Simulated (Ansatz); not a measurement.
Ansatz (an electronic-structure program) input for 1-bromo-1-fluoropropa-1,2-diene (C3H2BrF), SMILES C=C=C(F)Br, PBE-D3(BJ)/def2-SVP. 

Ansatz 0.2 input:
```yaml
crystal:
  periodic: [false, false, false]
  atoms:
    - {symbol: C, position_ang: [-0.81729310, 2.77339465, 0.00000000]}
    - {symbol: C, position_ang: [-0.13849282, 1.65623247, -0.00000000]}
    - {symbol: C, position_ang: [0.51786634, 0.52713617, -0.00000000]}
    - {symbol: F, position_ang: [1.83850334, 0.43390361, 0.00000000]}
    - {symbol: Br, position_ang: [-0.33408653, -1.14771340, 0.00000000]}
    - {symbol: H, position_ang: [-1.11299197, 3.26212849, -0.93612315]}
    - {symbol: H, position_ang: [-1.11299197, 3.26212849, 0.93612315]}
basis:
  gaussian:
    orbitals: def2-SVP
hamiltonian:
  xc: pbe
  dispersion: d3bj
relax: {f_tol: 0.002, max_steps: 200}
```

Output:

```
Functional definition: PBE
integrals: 0.04 GiB planned
1083 factors; their error is unknown
mean field: 0.24 GiB planned
mean field evaluation 1: about -75865.8700 eV, gradient 5.6e1 eV
mean field evaluation 2: about -75817.5281 eV, gradient 1.3e2 eV
mean field evaluation 4: about -75873.5929 eV, gradient 2.0e1 eV
mean field evaluation 8: about -75874.6399 eV, gradient 1.8e-1 eV
mean field evaluation 16: about -75874.5485 eV, gradient 2.9e-3 eV
mean field -75874.54848441 eV, -2788.3382271860 hartree, gradient 2.3e-5 eV, S^2 0.000000; 0 other end points of the search recorded, 0 dependent functions left out
the calculation of the forces begins
reference -75874.54851236 eV, -2788.3382282131 hartree; 32, 32 occupied and 66, 66 virtual orbitals, 1083 factors
relax step   1: F+E_penalty+E_count = -75874.69081136 eV  Δ(F+E_penalty+E_count) = +0.000e0 eV  max|allowed force component| = 7.254e-1 eV/Å  Δτ_max = 0.0000 Å  (31 SCF iters, accepted)
these checks for a lower state are left out or cut short: starts, cluster_reference, orbital_swaps, neighbouring_geometries, increment
integrals: 0.04 GiB planned
1083 factors; their error is unknown
mean field: 0.24 GiB planned
mean field -75874.56733160 eV, -2788.3389198075 hartree, gradient 1.2e-5 eV, S^2 0.000000; 0 other end points of the search recorded, 0 dependent functions left out
the calculation of the forces begins
reference -75874.56735960 eV, -2788.3389208364 hartree; 32, 32 occupied and 66, 66 virtual orbitals, 1083 factors
relax step   2: F+E_penalty+E_count = -75874.70890650 eV  Δ(F+E_penalty+E_count) = -1.810e-2 eV  max|allowed force component| = 2.540e-1 eV/Å  Δτ_max = 0.0184 Å  (32 SCF iters, accepted)
these checks for a lower state are left out or cut short: starts, cluster_reference, orbital_swaps, neighbouring_geometries, increment
integrals: 0.04 GiB planned
1083 factors; their error is unknown
mean field: 0.24 GiB planned
mean field evaluation 32: about -75874.5345 eV, gradient 1.9e-1 eV
mean field -75874.53458842 eV, -2788.3377165177 hartree, gradient 1.4e-5 eV, S^2 0.000000; 0 other end points of the search recorded, 0 dependent functions left out
the calculation of the forces begins
reference -75874.53461631 eV, -2788.3377175427 hartree; 32, 32 occupied and 66, 66 virtual orbitals, 1083 factors
relax step   3: F+E_penalty+E_count = -75874.67579539 eV  Δ(F+E_penalty+E_count) = +3.311e-2 eV  max|allowed force component| = 6.896e-1 eV/Å  Δτ_max = 0.0695 Å  (30 SCF iters, rejected (line search))
these checks for a lower state are left out or cut short: starts, cluster_reference, orbital_swaps, neighbouring_geometries, increment
integrals: 0.04 GiB planned
1083 factors; their error is unknown
mean field: 0.24 GiB planned
mean field -75874.56797259 eV, -2788.3389433634 hartree, gradient 1.2e-5 eV, S^2 0.000000; 0 other end points of the search recorded, 0 dependent functions left out
the calculation of the forces begins
reference -75874.56800062 eV, -2788.3389443935 hartree; 32, 32 occupied and 66, 66 virtual orbitals, 1083 factors
relax step   4: F+E_penalty+E_count = -75874.70937463 eV  Δ(F+E_penalty+E_count) = -4.681e-4 eV  max|allowed force component| = 1.661e-1 eV/Å  Δτ_max = 0.0091 Å  (32 SCF iters, accepted)
these checks for a lower state are left out or cut short: starts, cluster_reference, orbital_swaps, neighbouring_geometries, increment
integrals: 0.04 GiB planned
1083 factors; their error is unknown
mean field: 0.24 GiB planned
mean field -75874.56673303 eV, -2788.3388978103 hartree, gradient 1.2e-5 eV, S^2 0.000000; 0 other end points of the search recorded, 0 dependent functions left out
the calculation of the forces begins
reference -75874.56676102 eV, -2788.3388988388 hartree; 32, 32 occupied and 66, 66 virtual orbitals, 1083 factors
relax step   5: F+E_penalty+E_count = -75874.70797988 eV  Δ(F+E_penalty+E_count) = +1.395e-3 eV  max|allowed force component| = 1.465e-1 eV/Å  Δτ_max = 0.0201 Å  (31 SCF iters, rejected (line search))
these checks for a lower state are left out or cut short: starts, cluster_reference, orbital_swaps, neighbouring_geometries, increment
integrals: 0.04 GiB planned
1083 factors; their error is unknown
mean field: 0.24 GiB planned
mean field -75874.56933039 eV, -2788.3389932615 hartree, gradient 1.2e-5 eV, S^2 0.000000; 0 other end points of the search recorded, 0 dependent functions left out
the calculation of the forces begins
reference -75874.56935840 eV, -2788.3389942908 hartree; 32, 32 occupied and 66, 66 virtual orbitals, 1083 factors
relax step   6: F+E_penalty+E_count = -75874.71066076 eV  Δ(F+E_penalty+E_count) = -1.286e-3 eV  max|allowed force component| = 1.137e-2 eV/Å  Δτ_max = 0.0092 Å  (32 SCF iters, accepted)
these checks for a lower state are left out or cut short: starts, cluster_reference, orbital_swaps, neighbouring_geometries, increment
integrals: 0.04 GiB planned
1083 factors; their error is unknown
mean field: 0.24 GiB planned
mean field evaluation 64: about -75874.5693 eV, gradient 1.7e-5 eV
mean field -75874.56931410 eV, -2788.3389926630 hartree, gradient 6.1e-5 eV, S^2 0.000000; 0 other end points of the search recorded, 0 dependent functions left out
the calculation of the forces begins
reference -75874.56934211 eV, -2788.3389936922 hartree; 32, 32 occupied and 66, 66 virtual orbitals, 1083 factors
relax step   7: F+E_penalty+E_count = -75874.71066192 eV  Δ(F+E_penalty+E_count) = -1.163e-6 eV  max|allowed force component| = 9.973e-3 eV/Å  Δτ_max = 0.0013 Å  (22 SCF iters, accepted)
these checks for a lower state are left out or cut short: starts, cluster_reference, orbital_swaps, neighbouring_geometries, increment
integrals: 0.04 GiB planned
1083 factors; their error is unknown
mean field: 0.24 GiB planned
mean field -75874.56931828 eV, -2788.3389928167 hartree, gradient 6.4e-5 eV, S^2 0.000000; 0 other end points of the search recorded, 0 dependent functions left out
the calculation of the forces begins
reference -75874.56934629 eV, -2788.3389938459 hartree; 32, 32 occupied and 66, 66 virtual orbitals, 1083 factors
relax step   8: F+E_penalty+E_count = -75874.71066413 eV  Δ(F+E_penalty+E_count) = -2.210e-6 eV  max|allowed force component| = 1.392e-3 eV/Å  Δτ_max = 0.0009 Å  (21 SCF iters, accepted)
integrals: 0.04 GiB planned
1083 factors; their error is unknown
mean field: 0.24 GiB planned
mean field -75874.56931828 eV, -2788.3389928167 hartree, gradient 6.4e-5 eV, S^2 0.000000; 1 other end points of the search recorded, 0 dependent functions left out
the calculation of the forces begins
reference -75874.56934629 eV, -2788.3389938459 hartree; 32, 32 occupied and 66, 66 virtual orbitals, 1083 factors
Total energy: -75874.71069214 eV, -2788.3441882100 hartree
Atom 0 at    -0.822515     2.781975     0.000000 Å, force     0.000809     0.000602    -0.000000 eV/Å
Atom 1 at    -0.138236     1.656719     0.000000 Å, force    -0.001270    -0.001131     0.000000 eV/Å
Atom 2 at     0.525483     0.520635     0.000000 Å, force     0.001392     0.000565     0.000000 eV/Å
Atom 3 at     1.860449     0.423110    -0.000000 Å, force    -0.000684     0.000192    -0.000000 eV/Å
Atom 4 at    -0.339201    -1.170699    -0.000000 Å, force    -0.000150    -0.000166    -0.000000 eV/Å
Atom 5 at    -1.122733     3.277735    -0.941548 Å, force    -0.000048    -0.000031     0.000048 eV/Å
Atom 6 at    -1.122733     3.277735     0.941548 Å, force    -0.000048    -0.000031    -0.000048 eV/Å
Dipole moment:    -0.221554     0.261502     0.000000 e Å
```

The run converged.
